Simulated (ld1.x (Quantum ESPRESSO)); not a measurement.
# u(r) = r·R(r): atom against pseudo-atom (W (Z = 74))

Columns: radius, all-electron u(r) and pseudo u(r) of the 6s shell (level -6.15 eV) of tungsten in the configuration [Xe] 4f14 5d4 6s1.75 6p0.25; BP86, scalar-relativistic, PAW scheme, ld1.x (Quantum ESPRESSO) 7.5.

```
r (bohr)  all-electron   pseudo
   0.178        0.1048  -0.0553
   0.355       -0.1883  -0.1104
   0.533        0.0264  -0.1662
   0.710        0.2550  -0.2219
   0.888        0.2964  -0.2779
   1.065        0.1977  -0.3331
   1.243        0.0357  -0.3874
   1.420       -0.1349  -0.4392
   1.598       -0.2884  -0.4879
   1.775       -0.4124  -0.5318
   1.953       -0.5062  -0.5699
   2.130       -0.5714  -0.6006
   2.308       -0.6126  -0.6230
   2.485       -0.6337  -0.6361
   2.662       -0.6390  -0.6392
   2.840       -0.6321  -0.6321
   3.018       -0.6158  -0.6158
   3.195       -0.5929  -0.5929
   3.373       -0.5652  -0.5652
   3.550       -0.5345  -0.5345
   3.728       -0.5019  -0.5019
   3.905       -0.4688  -0.4688
   4.083       -0.4355  -0.4355
   4.260       -0.4030  -0.4030
   4.438       -0.3713  -0.3713
   4.615       -0.3412  -0.3412
```

How many radial nodes do the two functions have?

The all-electron 6s function has n − l − 1 = 5 (the table is too coarse to show those close to the nucleus); the pseudo-wave has 0, since the states of the same l below it are removed with the core.

At about which radius was the pseudo-wave matched?

2.75 bohr, where the columns begin to agree (steps of 0.18 bohr).

Is the pseudo-wave norm-conserving?

No, it belongs to a PAW set: the norm inside the radius is not constrained, and the difference is carried by the augmentation charge.
